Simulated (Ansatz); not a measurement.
```yaml
crystal:
  periodic: [false, false, false]
  atoms:
    - {symbol: C, position_ang: [-0.293913, -2.812697, 0.846867]}
    - {symbol: C, position_ang: [2.030360, -1.356195, 0.287380]}
    - {symbol: Si, position_ang: [1.833986, -0.040728, -2.763308]}
    - {symbol: F, position_ang: [1.521971, -1.692470, -5.256035]}
    - {symbol: B, position_ang: [-0.825538, 0.086772, 0.129797]}
    - {symbol: Al, position_ang: [-2.268498, 3.077694, 2.217004]}
    - {symbol: H, position_ang: [-0.581603, -3.311752, 2.815432]}
    - {symbol: H, position_ang: [-0.856690, -4.304580, -0.440810]}
    - {symbol: H, position_ang: [3.357545, -0.808607, 1.742707]}
    - {symbol: H, position_ang: [3.063928, 2.346396, -3.472247]}
    - {symbol: H, position_ang: [-1.335638, 0.227368, -2.290959]}
    - {symbol: H, position_ang: [-3.717662, 5.426507, 1.001040]}
    - {symbol: H, position_ang: [-1.889697, 3.097091, 5.210907]}
basis:
  gaussian: {orbitals: pcseg-2, fitting: {mean_field: cc-pVTZ-jkfit}}
hamiltonian: {xc: {name: BLYP}, dispersion: d3bjatm}
output: {forces: true}
```

```sh
$ ansatz run in.yaml --threads 4 --pin off --events-out ev --progress --plain --max-ram 10444MiB
```

It prints (some lines left out):

```
Functional definition: BLYP
768 factors; integrals over basis functions are off by at most 8.8e-1 eV
mean field evaluation 1: about -19997.8164 eV, gradient 7.7e1 eV
mean field evaluation 2: about -19205.3708 eV, gradient 2.8e2 eV
mean field evaluation 4: about -19881.5994 eV, gradient 9.9e1 eV
mean field evaluation 8: about -20019.1238 eV, gradient 4.9e0 eV
mean field evaluation 16: about -20019.2890 eV, gradient 4.0e-3 eV
mean field -20019.28896656 eV, -735.6952999597 hartree, gradient 4.6e-6 eV, S^2 0.000000; 10 other end points of the search recorded, 0 dependent functions left out
reference -20019.28974344 eV, -735.6953285095 hartree; 30, 30 occupied and 256, 256 virtual orbitals, 768 factors
Total energy: -20019.94513082 eV, -735.7194135515 hartree
Atom 0 at    -0.293913    -2.812697     0.846867 Å, force     0.135632    -1.132467     0.573544 eV/Å
Atom 1 at     2.030360    -1.356195     0.287380 Å, force     0.226135     0.252905     1.487132 eV/Å
Atom 2 at     1.833986    -0.040728    -2.763308 Å, force    -0.103241     0.122859    -1.155717 eV/Å
Atom 3 at     1.521971    -1.692470    -5.256035 Å, force     0.209363     0.972308     1.467977 eV/Å
Atom 4 at    -0.825538     0.086772     0.129797 Å, force     0.001472    -0.269014    -1.084391 eV/Å
Atom 5 at    -2.268498     3.077694     2.217004 Å, force    -0.262576     0.562084     0.445012 eV/Å
Atom 6 at    -0.581603    -3.311752     2.815432 Å, force     0.329021     0.510935    -2.655889 eV/Å
Atom 7 at    -0.856690    -4.304580    -0.440810 Å, force     0.710586     1.910459     1.776587 eV/Å
Atom 8 at     3.357545    -0.808607     1.742707 Å, force    -1.814966    -0.703059    -1.898519 eV/Å
Atom 9 at     3.063928     2.346396    -3.472247 Å, force    -0.744332    -1.330893     0.410043 eV/Å
Atom 10 at    -1.335638     0.227368    -2.290959 Å, force     0.942648    -0.082272     1.245439 eV/Å
Atom 11 at    -3.717662     5.426507     1.001040 Å, force     0.474320    -0.775820     0.359410 eV/Å
Atom 12 at    -1.889697     3.097091     5.210907 Å, force    -0.104061    -0.038026    -0.970628 eV/Å
Dipole moment:    -0.451483     0.617483     1.635514 e Å
```

Problem. What is wrong with this run?

Solution. The coordinates are in bohr but typed as ångström. The run converged. The result belongs to that input, not to the molecule as meant.
